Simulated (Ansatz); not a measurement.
A structure relaxed at PBE-D4/def2-SVP in Ansatz, charge 0, singlet:

Cartesian coordinates in Å:
```
B -0.3467 -1.6447 1.3574
P 0.8517 -0.1544 1.8206
B 0.4572 -1.1626 -1.7626
P -0.9969 -1.2097 -0.4437
P 1.6103 0.3178 -1.1705
B 1.0311 1.2513 0.4590
B -2.0642 0.4385 -0.4633
P -0.8045 1.8464 0.0867
H 0.3245 -2.6679 1.3501
H -1.2635 -1.6429 2.1682
H 2.1783 -0.5664 2.1556
H 0.5051 0.5031 3.0410
H 1.1249 -2.1873 -1.7191
H 0.0348 -0.8772 -2.8752
H -1.8698 -2.2690 -0.8324
H 2.9708 -0.0639 -0.9583
H 1.8110 1.3236 -2.1655
H 1.7770 2.1563 0.7909
H -2.9564 0.3964 0.3733
H -2.4412 0.7060 -1.5965
H -1.2323 2.5849 1.2327
H -0.7012 2.9218 -0.8485
```

Q: Give its formula.

A: B₄P₄H₁₄, a cluster cut from wurtzite BP (hydrogen-capped).

Q: Summarise the bond lengths by kind (pairs closer than 1.2 times the sum of covalent radii, bridged metal pairs left out).

A: 9 × B–P 1.96 to 1.97 Å; 7 × B–H 1.22 Å; 7 × H–P 1.43 Å.
